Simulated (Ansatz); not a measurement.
Consider the alkene loss: `CCO[Si](C)(F)F` → `C[Si](O)(F)F` + `C=C`.

Gas-phase electronic energies from Ansatz, PBE0-D4/def2-TZVP geometries. CCSD(T)/CBS is the MP2 limit (def2-TZVPP, def2-QZVPP) plus CCSD(T) − MP2 in def2-TZVPP, frozen cores. This one scheme is used for every species. DFT in def2-TZVPP. Each species was taken in one conformer, which may not be the lowest.

| species | ωB97X-V energy (Eh) |
| --- | --- |
| `CCO[Si](C)(F)F` | -683.75628 |
| `C[Si](O)(F)F` | -605.13490 |
| `C=C` | -78.58998 |

Question: Work out ΔE.

Answer: ΔE = (-605.13490) + (-78.58998) − (-683.75628) = 0.03140 Eh = +82.4 kJ/mol. CCSD(T)/CBS gives +63.1 kJ/mol.

Largest T1 diagnostic among the species: 0.011.

The D4 term adds +15.4 kJ/mol with B3LYP and +8.8 kJ/mol with PBE0; it sums over pairs of atoms, weighted by their polarisabilities, and B3LYP, whose exchange is more repulsive, gets the larger term. From PBE to PBE0 (25 % exact exchange), in def2-TZVPP and without D4, ΔE moves by +9.3 kJ/mol. In def2-TZVPP, CCSD(T) changes the Hartree–Fock value by +14.3 kJ/mol (the triples alone add +0.2 kJ/mol) and MP2 by +18.8 kJ/mol.

B3LYP here is the variant with VWN-RPA as its local correlation; programs differ in this.
